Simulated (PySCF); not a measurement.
AlCl2, SMILES [Cl][Al][Cl], multiplicity 2.

The structure is a stationary point at B3LYP-D3(BJ)/def2-TZVP. The multiplicity is an assumed one; other spin states were not compared. The isomer is the one that the SMILES or the coordinates give; other isomers of the formula were not compared.

Level of theory: CAM-B3LYP/def2-TZVPD run with PySCF.

Isolated molecule, no solvent.

**Question.** Estimate the frontier levels, dipole moment and polarisability. (An estimate is asked for; the answer gives what the named calculation found.)

**Answer.** 
The α spin, highest occupied and lowest empty level is -7.96 and -0.93 eV. The β spin, highest occupied and lowest empty level is -10.67 and -2.64 eV, the dipole moment comes out as 1.67 D and the quadrupole, principal values (traceless, Buckingham form, about the centre of nuclear charge) is -6.68, 2.29, 4.39 D·Å. The mean static polarisability is 60.1 bohr³ (8.90 Å³). The polarisability, principal values comes out as 52.3, 56.0, 72.0 bohr³ and the ⟨S²⟩ is 0.752 (pure state 0.75).
